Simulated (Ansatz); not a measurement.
Ca₄Se₃, relaxed as a singlet with RKS PBE-D4/def2-SVP in Ansatz, starting from the GFN1-xTB geometry. Force threshold 0.02 eV/Å.

The structure comes from a short search, and lower isomers may exist.

Start:

```xyz
7

Ca   -0.030   -0.143   -0.853
Ca   -1.963    2.065    0.960
Ca    2.772    0.625   -2.142
Ca    0.230   -2.162    1.945
Se   -0.263    0.404    2.070
Se   -1.693    1.806   -1.537
Se    0.947   -2.595   -0.443
```

Problem. Estimate the energy that the relaxation releases and the steps that it takes.

Solution. 69.0 kcal/mol, in 32 steps; 2.3 min on 4 threads of Arm Neoverse V1 on a shared host. No frequencies were taken in this run, so the end may be a saddle point.

Problem. Does the start keep its bonding?

Solution. Bonds formed: Ca3–Se6, Ca3–Se7 (atoms count from 1). Metal–metal contacts that move far: Ca2–Ca3 5.84 to 3.61 Å, Ca3–Ca4 5.56 to 3.61 Å, Ca2–Ca4 4.86 to 3.61 Å. The end is the same structure that another start reached, the lowest one found.

Problem. Predict the relaxed structure.

Solution. 
```xyz
7

Ca   -1.4455   -0.9048   -0.7798
Ca   -0.4340    2.0476    1.0835
Ca    1.7784    0.6554   -1.4004
Ca    1.2086   -1.1052    1.6951
Se   -1.4513   -0.3736    1.9720
Se   -0.7869    1.6794   -1.6419
Se    1.1306   -1.9986   -0.9285
```
Bond lengths (bridged metal pairs left out): 9 × Ca–Se 2.77 to 2.80 Å.
